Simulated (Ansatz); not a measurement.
Geometry optimisation, RKS PBE-D4/def2-SVP (Ansatz 0.2.0).

input.yaml

```yaml
crystal:
  periodic: [false, false, false]
  atoms:
    - { symbol: Al, position_ang: [-0.235814, 0.551138, -0.932487] }
    - { symbol: O, position_ang: [0.724358, -0.608076, 0.084917] }
    - { symbol: C, position_ang: [0.137099, -1.67236, 0.811] }
    - { symbol: O, position_ang: [-1.932066, 0.508926, -0.795533] }
    - { symbol: O, position_ang: [0.575436, 1.543471, -2.059042] }
    - { symbol: H, position_ang: [1.042685, 1.056776, 1.577265] }
    - { symbol: F, position_ang: [0.695126, 1.904524, 1.661605] }
    - { symbol: H, position_ang: [0.740539, -1.880097, 1.723697] }
    - { symbol: H, position_ang: [-0.907337, -1.461327, 1.135726] }
    - { symbol: H, position_ang: [0.116868, -2.613114, 0.211975] }
    - { symbol: H, position_ang: [-2.498106, 1.131011, -1.277832] }
    - { symbol: H, position_ang: [1.541112, 1.539028, -2.141391] }
basis:
  gaussian: { orbitals: def2-SVP }
hamiltonian:
  xc: pbe
  dispersion: d4
relax:
  f_tol: 0.03
  max_steps: 50
output:
  orbitals: {}
```

Command:

```bash
$ ansatz run input.yaml --threads 2 --pin off --max-ram 3072MiB --backend cpu --events-out ev --progress --plain --runs-dir out
```

Where does it end, and by what steps?

It converged. After 16 steps the energy has fallen by 1.595 eV; F7 moved furthest, 1.02 Å. Parted: H6–F7. Joined: Al1–F7, O2–H6.

| step | energy less start (eV) | largest force component (eV/Å) | accepted |
| --- | --- | --- | --- |
| 0 | 0.0000 | 1.348 | yes |
| 1 | -0.2587 | 0.891 | yes |
| 2 | -0.4824 | 0.769 | yes |
| 3 | -0.6888 | 0.674 | yes |
| 4 | -0.7028 | 2.201 | yes |
| 5 | -1.0324 | 1.107 | yes |
| 6 | -1.2298 | 1.332 | yes |
| 7 | -1.4159 | 1.705 | yes |
| 8 | -1.4445 | 1.777 | yes |
| 9 | -1.4799 | 1.225 | yes |
| 10 | -1.5591 | 0.546 | yes |
| 11 | -1.5036 | 0.839 | no |
| 12 | -1.5884 | 0.141 | yes |
| 13 | -1.5899 | 0.151 | yes |
| 14 | -1.5938 | 0.065 | yes |
| 15 | -1.5942 | 0.036 | yes |
| 16 | -1.5945 | 0.023 | yes |

```xyz
12
Properties=species:S:1:pos:R:3
Al -0.049 1.086 -0.503
O 0.761 -0.346 0.590
C 0.062 -1.584 0.853
O -1.669 0.486 -0.431
O 0.695 1.213 -2.054
H 0.896 0.174 1.413
F 0.444 2.180 0.716
H 0.584 -2.139 1.656
H -0.997 -1.385 1.108
H 0.100 -2.172 -0.081
H -2.315 0.721 -1.113
H 1.486 1.765 -2.155
```

Run time: 48 s on 2 threads of Arm Neoverse V1, on a shared host, peak memory 0.16 GiB.
